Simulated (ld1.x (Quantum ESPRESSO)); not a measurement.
**Transferability test, TM semilocal potential for calcium**

- Element: Ca (Z = 20)
- Generator: ld1.x (Quantum ESPRESSO) 7.5
- Type: norm-conserving Troullier–Martins (semilocal form)
- Functional: PBE
- Relativity: scalar-relativistic
- Frozen core: [Ar]
- Valence charge: 2
- Reference configuration: 3d0.5 4s1.5 4p0
- Partial waves: 4s (bound): rc 3.65 bohr; 3d (bound): rc 2.65 bohr; 4p (bound, empty): rc 2.85 bohr
- Local potential: the p channel
- Core correction: a·sin(br)/r model core inside 1.45 bohr

Energies are relative to the spin-unpolarised reference configuration 3d0.5 4s1.5 4p0; without spin polarisation the order of configurations can differ from experiment. The frozen-core shift is the all-electron ΔE with the core orbitals held at their reference shape minus the fully relaxed ΔE.

Task: Give the all-electron excitation energy and the error of the potential for: 3d0 4s2 4p0; 3d0 4s1 4p0; 3d0 4s1.5 4p0; 3d0 4s0 4p2; 3d0 4s0 4p1; 3d1 4s1 4p0; 3d1 4s0 4p0.

Result:

| valence configuration | charge | ΔE all-electron (eV) | error AE − PS (meV) | frozen-core shift (meV) |
| --- | --- | --- | --- | --- |
| 3d0 4s2 4p0 | 0 | -1.053 | -23 | +37 |
| 3d0 4s1 4p0 | +1 | 5.256 | -27 | +73 |
| 3d0 4s1.5 4p0 | +0.5 | 1.451 | -22 | +49 |
| 3d0 4s0 4p2 | 0 | 3.899 | -40 | +91 |
| 3d0 4s0 4p1 | +1 | 8.305 | -22 | +115 |
| 3d1 4s1 4p0 | 0 | 1.229 | -12 | +13 |
| 3d1 4s0 4p0 | +1 | 6.636 | -36 | +33 |

Levels in the configuration 3d1 4s1 4p0:

| level | all-electron (eV) | pseudo (eV) |
| --- | --- | --- |
| 3d | -0.763 | -0.750 |
| 4s | -3.316 | -3.343 |
